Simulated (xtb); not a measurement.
C6H15In (SMILES C[CH2][In]([CH2]C)[CH2]C), singlet, at a GFN2-xTB geometry (such geometries of metal compounds can be far from the true shape); xtb with GFN0-xTB.

The xtb input:
```
$ xtb mol.xyz --gfn 0 --opt --json

# file mol.xyz
22

In     0.07649762    -0.22200321     0.00693532
C      2.02672712     0.15771225    -1.13545282
C      2.36142183     1.63252338    -1.31068090
H      1.94066758    -0.33083748    -2.11056739
H      2.82357011    -0.35209405    -0.58529438
H      2.45995188     2.12575404    -0.34227827
H      1.58050189     2.14303965    -1.87522276
H      3.30396277     1.75910326    -1.84981189
C     -0.38833693    -2.35436143     0.69839517
C     -1.78872250    -2.44716336     1.28982773
H      0.35867416    -2.65031795     1.44040329
H     -0.28641149    -3.03119926    -0.15454106
H     -2.54125842    -2.18219544     0.54491415
H     -1.89692529    -1.76512216     2.13538012
H     -2.00419206    -3.45898083     1.64236480
C     -1.45686153     1.39454694     0.51776553
C     -1.14581916     2.75242261    -0.09509029
H     -1.50381275     1.47106885     1.60794101
H     -2.43115501     1.03525521     0.17402415
H     -1.10938311     2.68711054    -1.18368891
H     -0.18333376     3.12590196     0.25648098
H     -1.90969286     3.48758859     0.17147927
```

Problem. Predict the main parts of the log of this xtb run.

Solution. 
```
   ID    Z sym.   atoms
    1   49 In     1
    2    6 C      2, 3, 9, 10, 16, 17
    3    1 H      4-8, 11-15, 18-22

           -------------------------------------------------
          |                Calculation Setup                |
           -------------------------------------------------

           -------------------------------------------------
          |                 G F N 0 - x T B                 |
           -------------------------------------------------

          ...................................................
          :                      SETUP                      :
          :.................................................:
          :  # basis functions                  64          :
          :  # atomic orbitals                  63          :
          :  # shells                           45          :
          :  # electrons                        42          :
          :  electronic temp.          300.0000000     K    :
          :  accuracy                    1.0000000          :
          :  -> integral cutoff          0.2500000E+02      :
          :  -> integral neglect         0.1000000E-07      :
          ...................................................

         :::::::::::::::::::::::::::::::::::::::::::::::::::::
         ::                     SUMMARY                     ::
         :::::::::::::::::::::::::::::::::::::::::::::::::::::
         :: total energy             -22.252232393018 Eh    ::
         :: gradient norm              0.009323195530 Eh/a0 ::
         :: HOMO-LUMO gap              2.677258053263 eV    ::
         ::.................................................::
         :: H0 energy                -22.521066719418 Eh    ::
         :: repulsion energy           0.325226453887 Eh    ::
         :: electrostat energy        -0.050387293228 Eh    ::
         :: -> Gsolv                   0.000000000000 Eh    ::
         ::    -> Gsasa                0.000000000000 Eh    ::
         ::    -> Gshift               0.000000000000 Eh    ::
         :: dispersion energy         -0.006004834259 Eh    ::
         :: short-range corr.          0.000000000000 Eh    ::
         :: add. restraining           0.000000000000 Eh    ::
         :: total charge              -0.000000000000 e     ::
         :::::::::::::::::::::::::::::::::::::::::::::::::::::

      -----------------------------------------------------------
     |                   =====================                   |
     |                        A N C O P T                        |
     |                   =====================                   |
     |               Approximate Normal Coordinate               |
     |                Rational Function Optimizer                |
      -----------------------------------------------------------
      -----------------------------------------------------------
     |                   =====================                   |
     |                        A N C O P T                        |
     |                   =====================                   |
     |               Approximate Normal Coordinate               |
     |                Rational Function Optimizer                |
      -----------------------------------------------------------

          ...................................................
          :                      SETUP                      :
          :.................................................:
          :   optimization level            normal          :
          :   max. optcycles                   200          :
          :   ANC micro-cycles                  20          :
          :   degrees of freedom                60          :
          :.................................................:
          :   RF solver                   davidson          :
          :   write xtbopt.log                true          :
          :   linear?                        false          :
[...]
 * total energy  :   -22.2522324 Eh     change        0.0000000E+00 Eh
 * total energy  :   -22.2526659 Eh     change       -0.4335515E-03 Eh
 * total energy  :   -22.2527501 Eh     change       -0.8415994E-04 Eh
 * total energy  :   -22.2527936 Eh     change       -0.4352140E-04 Eh
 * total energy  :   -22.2528047 Eh     change       -0.1106851E-04 Eh
 * total energy  :   -22.2528133 Eh     change       -0.8587571E-05 Eh
 * total energy  :   -22.2528178 Eh     change       -0.4545044E-05 Eh
   *** GEOMETRY OPTIMIZATION CONVERGED AFTER 7 ITERATIONS ***
         :: total energy             -22.252817827016 Eh    ::
[...]
             Fermi-level            0.0000000 Eh            0.0000 eV

     #   Z          covCN         q      C6AA      α(0)
     1  49 In       2.493     0.329   284.329    32.086
     2   6 C        3.640    -0.293    30.084     7.973
     3   6 C        3.761    -0.307    30.084     7.913
     4   1 H        0.925     0.097     1.816     2.107
     5   1 H        0.925     0.096     1.819     2.109
     6   1 H        0.924     0.098     1.800     2.098
     7   1 H        0.924     0.100     1.786     2.090
     8   1 H        0.924     0.099     1.798     2.097
     9   6 C        3.639    -0.298    30.231     7.993
    10   6 C        3.767    -0.307    30.079     7.911
    11   1 H        0.925     0.098     1.804     2.101
    12   1 H        0.925     0.098     1.803     2.100
    13   1 H        0.924     0.097     1.812     2.105
    14   1 H        0.924     0.097     1.808     2.103
    15   1 H        0.924     0.099     1.793     2.094
    16   6 C        3.641    -0.286    29.900     7.948
    17   6 C        3.761    -0.310    30.175     7.925
    18   1 H        0.925     0.097     1.816     2.107
    19   1 H        0.925     0.097     1.811     2.104
    20   1 H        0.924     0.099     1.793     2.094
    21   1 H        0.924     0.100     1.781     2.087
    22   1 H        0.924     0.099     1.794     2.094

 Mol. C6AA /au·bohr⁶  :       4841.926812
 Mol. C8AA /au·bohr⁸  :     201870.412548
 Mol. α(0) /au        :        111.240239

Wiberg/Mayer (AO) data.
largest (>0.10) Wiberg bond orders for each atom

 ---------------------------------------------------------------------------
     #   Z sym  total        # sym  WBO       # sym  WBO       # sym  WBO
 ---------------------------------------------------------------------------
     1  49 In   1.953 --     2 C    0.571    16 C    0.569     9 C    0.565
     2   6 C    3.854 --     3 C    1.034     4 H    0.961     5 H    0.960
                             1 In   0.571    16 C    0.165     9 C    0.158
     3   6 C    3.975 --     2 C    1.034     6 H    0.975     7 H    0.975
                             8 H    0.974
     4   1 H    0.988 --     2 C    0.961
     5   1 H    0.988 --     2 C    0.960
     6   1 H    0.982 --     3 C    0.975
     7   1 H    0.982 --     3 C    0.975
     8   1 H    0.975 --     3 C    0.974
     9   6 C    3.844 --    10 C    1.035    11 H    0.962    12 H    0.962
                             1 In   0.565    16 C    0.159     2 C    0.158
    10   6 C    3.975 --     9 C    1.035    13 H    0.974    15 H    0.974
                            14 H    0.973
    11   1 H    0.988 --     9 C    0.962
    12   1 H    0.988 --     9 C    0.962
    13   1 H    0.982 --    10 C    0.974
    14   1 H    0.982 --    10 C    0.973
    15   1 H    0.980 --    10 C    0.974
    16   6 C    3.863 --    17 C    1.034    18 H    0.961    19 H    0.961
                             1 In   0.569     2 C    0.165     9 C    0.159
    17   6 C    3.980 --    16 C    1.034    21 H    0.975    20 H    0.975
                            22 H    0.974
    18   1 H    0.989 --    16 C    0.961
    19   1 H    0.989 --    16 C    0.961
    20   1 H    0.982 --    17 C    0.975
    21   1 H    0.982 --    17 C    0.975
    22   1 H    0.976 --    17 C    0.974
 ---------------------------------------------------------------------------

Topologies differ in total number of bonds
Writing topology from bond orders to xtbtopo.mol

 dipole moment from electron density (au)
     X       Y       Z
   0.0559   0.0650  -0.0467  total (Debye):    0.248

optimized geometry written to: xtbopt.xyz

           -------------------------------------------------
          | TOTAL ENERGY              -22.252817827016 Eh   |
          | GRADIENT NORM               0.000625468921 Eh/α |
          | HOMO-LUMO GAP               2.547126573486 eV   |
           -------------------------------------------------

normal termination of xtb
```
